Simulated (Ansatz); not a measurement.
CH8BNOSi can be A, `COB(N)[SiH3]`, or B, `BN[SiH2]CO`.

Calculated with Ansatz (gas phase, PBE0-D4/def2-TZVP geometries, no zero-point term in ΔE). CCSD(T)/CBS is the MP2 limit (def2-TZVPP, def2-QZVPP) plus CCSD(T) − MP2 in def2-TZVPP, frozen cores. DFT in def2-TZVPP. B3LYP here is the variant with VWN-RPA as its local correlation; programs differ in this. One conformer a species, not always the lowest.

Question: Which is lower in electronic energy at CCSD(T)/CBS, and by how much? (Estimate.)

Answer: The calculation gave: A, by 17.1 kcal/mol.

Question: Give E(B) − E(A) in kcal/mol with r2SCAN-D4, PBE0-D4, ωB97M-V, MP2/def2-TZVPP, PBE-D4, B3LYP, CCSD(T)/def2-TZVPP. (Estimate.)

Answer: Ansatz gave: r2SCAN-D4 19.7, PBE0-D4 20.1, ωB97M-V 17.3, MP2/def2-TZVPP 16.5, PBE-D4 20.8, B3LYP 18.7, CCSD(T)/def2-TZVPP 17.9. None reverses the order clearly.

Largest T1 diagnostic: 0.013.

From PBE to PBE0 (25 % exact exchange), in def2-TZVPP and without D4, E(B) − E(A) moves by −0.7 kcal/mol.
